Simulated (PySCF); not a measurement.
Species: C₆H₁₆BN.
Atom-mapped SMILES: `[CH3:1][C@H:2]1[CH2:3][BH2-:4][N+:5]([CH3:6])([CH3:7])[CH2:8]1` (hydrogens: H9, H10, H11 on C1; H12 on C2; H13, H14 on C3; H15, H16 on B4; H17, H18, H19 on C6; H20, H21, H22 on C7; H23, H24 on C8)

Theory: PySCF, PBE0-D3(BJ)/def2-SVP geometry optimisation, gas phase.

(1) Give the optimised bond lengths and angles.

Answers

(1) 
```json
{"bond": "C1–C2", "length (Å)": "1.521"}
{"bond": "C2–C3", "length (Å)": "1.535"}
{"bond": "C3–B4", "length (Å)": "1.632"}
{"bond": "B4–N5", "length (Å)": "1.686"}
{"bond": "N5–C6", "length (Å)": "1.467"}
{"bond": "N5–C7", "length (Å)": "1.471"}
{"bond": "N5–C8", "length (Å)": "1.485"}
{"bond": "C2–C8", "length (Å)": "1.521"}
{"bond": "C1–H9, C1–H10, C1–H11", "length (Å)": "1.102"}
{"bond": "C2–H12", "length (Å)": "1.105"}
{"bond": "C3–H13", "length (Å)": "1.105"}
{"bond": "C3–H14", "length (Å)": "1.102"}
{"bond": "B4–H15", "length (Å)": "1.226"}
{"bond": "B4–H16", "length (Å)": "1.227"}
{"bond": "C6–H17, C6–H18, C6–H19", "length (Å)": "1.099"}
{"bond": "C7–H20, C7–H21, C7–H22", "length (Å)": "1.098"}
{"bond": "C8–H23", "length (Å)": "1.104"}
{"bond": "C8–H24", "length (Å)": "1.101"}
```

Bonds in one row agree within 0.01 Å and their mean is given. A selection of angles:
```json
{"angle": "C2–C1–H9", "degrees": "110.5"}
{"angle": "C2–C1–H10", "degrees": "112.4"}
{"angle": "H9–C1–H10", "degrees": "107.7"}
{"angle": "C1–C2–C3", "degrees": "115.7"}
{"angle": "C1–C2–C8", "degrees": "112.2"}
{"angle": "C1–C2–H12", "degrees": "107.6"}
{"angle": "C3–C2–C8", "degrees": "103.8"}
{"angle": "C3–C2–H12", "degrees": "109.3"}
{"angle": "C8–C2–H12", "degrees": "108.1"}
{"angle": "C2–C3–B4", "degrees": "106.6"}
{"angle": "C2–C3–H13", "degrees": "108.3"}
{"angle": "C2–C3–H14", "degrees": "110.8"}
{"angle": "B4–C3–H13", "degrees": "110.7"}
{"angle": "B4–C3–H14", "degrees": "114.1"}
{"angle": "H13–C3–H14", "degrees": "106.2"}
{"angle": "C3–B4–N5", "degrees": "101.4"}
{"angle": "C3–B4–H15", "degrees": "116.7"}
{"angle": "C3–B4–H16", "degrees": "114.6"}
{"angle": "N5–B4–H15", "degrees": "105.5"}
{"angle": "N5–B4–H16", "degrees": "105.3"}
{"angle": "H15–B4–H16", "degrees": "111.6"}
{"angle": "B4–N5–C6", "degrees": "112.0"}
{"angle": "B4–N5–C7", "degrees": "110.1"}
{"angle": "B4–N5–C8", "degrees": "103.5"}
{"angle": "C6–N5–C7", "degrees": "109.2"}
{"angle": "C6–N5–C8", "degrees": "111.5"}
{"angle": "C7–N5–C8", "degrees": "110.4"}
{"angle": "N5–C6–H17", "degrees": "110.7"}
{"angle": "N5–C6–H18", "degrees": "109.1"}
{"angle": "H17–C6–H18", "degrees": "109.5"}
{"angle": "H18–C6–H19", "degrees": "108.4"}
{"angle": "N5–C7–H20", "degrees": "109.0"}
{"angle": "H20–C7–H21", "degrees": "108.2"}
{"angle": "H20–C7–H22", "degrees": "109.9"}
{"angle": "N5–C8–H23", "degrees": "110.3"}
{"angle": "N5–C8–H24", "degrees": "107.1"}
{"angle": "C2–C8–N5", "degrees": "107.2"}
{"angle": "C2–C8–H23", "degrees": "114.8"}
{"angle": "C2–C8–H24", "degrees": "109.1"}
{"angle": "H23–C8–H24", "degrees": "108.1"}
```

Torsions: C1–C2–C3–B4 153° (antiperiplanar); C2–C3–B4–N5 -8° (synperiplanar); C3–B4–N5–C6 -138° (anticlinal); B4–N5–C8–C2 38° (synclinal); C1–C2–C8–N5 -169° (antiperiplanar).

N5 (nitrogen bonded to B and 3 C) is distorted tetrahedral (angles from 103.5° to 112.0°). The 5-membered ring C2–C3–B4–N5–C8 has internal angles of 101.4° to 107.2° (sum 522°, against 540° for a flat polygon); it is puckered, 0.18 Å rms from its mean plane, widest ring torsion 44°. B4 (four-coordinate boron) is distorted tetrahedral (angles from 101.4° to 116.7°). Of the pairs four or more bonds apart, H12···H21 is among the closest relative to their van der Waals radii: 2.12 Å, 88 % of the sum of Bondi's values.

Point group: C1 (no symmetry element, even within 0.4 Å). No PBE0-D3(BJ)/def2-SVP frequencies stand behind this structure, so it isn't proved a minimum. One conformer, not necessarily the lowest.
